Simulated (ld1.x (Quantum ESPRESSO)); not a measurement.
**An all-electron radial function and its pseudo partner (B (Z = 5))**

Columns: radius, all-electron u(r) and pseudo u(r) of the 2p shell (level -13.37 eV) of boron in the configuration [He] 2s2 2p0; PBE, non-relativistic, ultrasoft scheme, ld1.x (Quantum ESPRESSO) 7.5.

| r (bohr) | all-electron | pseudo |
| --- | --- | --- |
| 0.118 | 0.0448 | 0.0105 |
| 0.235 | 0.1374 | 0.0410 |
| 0.353 | 0.2442 | 0.0899 |
| 0.470 | 0.3467 | 0.1530 |
| 0.588 | 0.4391 | 0.2273 |
| 0.705 | 0.5165 | 0.3068 |
| 0.822 | 0.5793 | 0.3871 |
| 0.940 | 0.6302 | 0.4643 |
| 1.058 | 0.6682 | 0.5334 |
| 1.175 | 0.6935 | 0.5907 |
| 1.292 | 0.7075 | 0.6346 |
| 1.410 | 0.7115 | 0.6644 |
| 1.528 | 0.7068 | 0.6797 |
| 1.645 | 0.6950 | 0.6817 |
| 1.763 | 0.6772 | 0.6725 |
| 1.880 | 0.6551 | 0.6545 |
| 1.998 | 0.6294 | 0.6301 |
| 2.115 | 0.6016 | 0.6021 |
| 2.232 | 0.5722 | 0.5724 |
| 2.350 | 0.5417 | 0.5417 |
| 2.468 | 0.5110 | 0.5110 |
| 2.585 | 0.4807 | 0.4807 |
| 2.702 | 0.4510 | 0.4510 |
| 2.820 | 0.4218 | 0.4218 |
| 2.938 | 0.3936 | 0.3936 |
| 3.055 | 0.3667 | 0.3667 |

(1) How many radial nodes do the two functions have?

(2) At about which radius was the pseudo-wave matched?

(3) Is the pseudo-wave norm-conserving?

Results:

(1) The all-electron 2p function has n − l − 1 = 0; the pseudo-wave has 0.

(2) 2.35 bohr. The columns agree to 0.0005 from 2.12 bohr on; several derivatives are matched, so the curves merge somewhat inside the radius.

(3) No, it belongs to an ultrasoft set: the norm inside the radius is not constrained, and the difference is carried by the augmentation charge.
